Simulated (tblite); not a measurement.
Compound: C5H11NO2Si.
SMILES with atom numbers: `[CH3:1][C:2](=[O:3])[SiH2:4][C:5](=[O:6])[N:7]([CH3:8])[CH3:9]` (hydrogens: H10, H11, H12 on C1; H13, H14 on Si4; H15, H16, H17 on C8; H18, H19, H20 on C9)

Geometry (GFN2-xTB, Å), atoms numbered from 1 in this order:
```xyz
20
C5H11NO2Si angstrom
C      3.0783   -0.1590    0.7013
C      1.8903    0.7603    0.6980
O      1.4849    1.3015    1.7050
Si     0.9691    1.0059   -0.9780
C     -0.3764   -0.3703   -1.0543
O     -0.1959   -1.2617   -1.8765
N     -1.4565   -0.3525   -0.2519
C     -2.4752   -1.3698   -0.3916
C     -1.7215    0.6542    0.7424
H      3.8587    0.2764    0.0800
H      2.7915   -1.1093    0.2547
H      3.4556   -0.3149    1.7097
H      0.3874    2.3488   -0.9992
H      1.8865    0.7543   -2.0840
H     -2.5690   -1.9460    0.5318
H     -2.1802   -2.0318   -1.2039
H     -3.4385   -0.9104   -0.6241
H     -2.0734    0.1716    1.6569
H     -2.4974    1.3456    0.3984
H     -0.8235    1.2178    0.9821
```

Calculated harmonic vibrations of the isolated species, GFN2-xTB (tblite), most abundant isotopes, no scaling. Errors from tens to a few hundred cm⁻¹ against measured bands are possible. Modes of hydrogen on silicon can be 10 to 20 % off. One conformer, not necessarily the lowest.

Harmonic wavenumbers (cm⁻¹): 29.1, 37.8, 66.0, 100.5, 119.3, 132.1, 157.0, 191.7, 234.7, 251.6, 340.4, 369.4, 394.2, 421.1, 447.9, 507.7, 528.6, 570.0, 626.1, 670.7, 706.3, 763.0, 933.2, 948.9, 967.6, 1041.7, 1088.9, 1104.1, 1121.6, 1133.7, 1256.4, 1358.3, 1386.3, 1394.6, 1425.1, 1445.7, 1449.7, 1458.1, 1465.5, 1475.9, 1493.4, 1649.9, 1714.5, 2261.7, 2313.0, 2940.0, 2961.3, 2978.5, 2984.5, 3016.4, 3023.4, 3034.7, 3035.8, 3049.2.

A = 2067, B = 892.7, C = 762.1 MHz; mass 145.056 u (most abundant isotopes); point group C1, symmetry number 1.

Question: Zero-point energy?

Answer: Half the sum of the wavenumbers: 33288 cm⁻¹ = 398.22 kJ/mol.

Question: Give the ideal-gas entropy at 273.15 K and 1 bar in the rigid-rotor, harmonic-oscillator model (classical rotation).

Answer: Translation 169.11, rotation 123.65, vibration 163.41: S = 456.2 J/(mol K).

Question: And Cp and H(273.15 K) − H(0)?

Answer: Cp = 179.01 J/(mol K), of which vibrations give 145.75 (their classical limit is 54 R = 449.0); H(273.15 K) − H(0) = 31.16 kJ/mol without the zero-point energy, 22.07 from vibrations.

Question: How do the functions run with temperature in this model?

Answer: 
```json
{"T (K)": "150", "S (J/(mol K))": "366.3", "Cp (J/(mol K))": "124.9", "H − H(0) (kJ/mol)": "12.36", "G − H(0) (kJ/mol)": "-42.58", "ln q(vib)": "5.33"}
{"T (K)": "250", "S (J/(mol K))": "440.7", "Cp (J/(mol K))": "169.4", "H − H(0) (kJ/mol)": "27.13", "G − H(0) (kJ/mol)": "-83.06", "ln q(vib)": "9.10"}
{"T (K)": "298.15", "S (J/(mol K))": "472.3", "Cp (J/(mol K))": "189.2", "H − H(0) (kJ/mol)": "35.76", "G − H(0) (kJ/mol)": "-105.05", "ln q(vib)": "10.82"}
{"T (K)": "400", "S (J/(mol K))": "533.5", "Cp (J/(mol K))": "228.4", "H − H(0) (kJ/mol)": "57.06", "G − H(0) (kJ/mol)": "-156.32", "ln q(vib)": "14.27"}
{"T (K)": "600", "S (J/(mol K))": "638.5", "Cp (J/(mol K))": "290.7", "H − H(0) (kJ/mol)": "109.30", "G − H(0) (kJ/mol)": "-273.81", "ln q(vib)": "20.53"}
{"T (K)": "900", "S (J/(mol K))": "769.2", "Cp (J/(mol K))": "353.2", "H − H(0) (kJ/mol)": "206.64", "G − H(0) (kJ/mol)": "-485.66", "ln q(vib)": "28.92"}
```

q(vib) and H(0) count from the zero-point level.

Question: What must be added to the electronic energy to get the Gibbs energy at 273.15 K and 1 bar?

Answer: ZPE + [H(273.15 K) − H(0)] − T·S = 398.22 + 31.16 − 124.60 = 304.78 kJ/mol.

Question: Which modes carry the vibrational entropy at 273.15 K?

Answer: 29.1 cm⁻¹: 23.92; 37.8 cm⁻¹: 21.75; 66.0 cm⁻¹: 17.14; 100.5 cm⁻¹: 13.70; 119.3 cm⁻¹: 12.31; 132.1 cm⁻¹: 11.50 J/(mol K); the other 48 give 63.10 together.

Hindered rotation and anharmonicity are outside this model. Other conformers, if any are populated, would add a mixing term that is left out. The structure is chiral; the term R ln 2 for an equal mix with its mirror image is left out.
